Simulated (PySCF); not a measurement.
C3H4ClNSi, SMILES C1=NC=C[Si@H]1Cl. Atoms are numbered in the order given.

```xyz
10

Cl    -1.7241    -0.8371     0.9594
Si    -0.3983    -0.2829    -0.5271
C      1.3613    -0.8014    -0.2458
C      2.0636     0.3430    -0.1458
N      1.4141     1.6163    -0.2331
C      0.1480     1.5370    -0.4087
H     -0.9935    -0.6701    -1.8354
H      1.8295    -1.7839    -0.1818
H      3.1464     0.3944     0.0079
H     -0.4339     2.4651    -0.4878
```

Geometry: PBE0-D3(BJ)/def2-SVP. The structure was generated by enumeration; whether it is a known compound was not checked.

The numbers are results of SMD-M06-2X/def2-SVP in PySCF, not measurements.

Solvation free energies are E(SMD) − E(gas) at the gas-phase geometry, for 1 M in both phases. In vacuum the dipole moment is 1.35 D.

```json
[
 {"solvent": "water", "ΔG(solv) (kcal/mol)": "-1.3", "its non-electrostatic (CDS) part": "3.3", "dipole (D)": "1.76"},
 {"solvent": "ethanol", "ΔG(solv) (kcal/mol)": "-3.7", "its non-electrostatic (CDS) part": "0.6", "dipole (D)": "1.74"},
 {"solvent": "chlorobenzene", "ΔG(solv) (kcal/mol)": "-4.1", "its non-electrostatic (CDS) part": "-0.6", "dipole (D)": "1.65"}
]
```
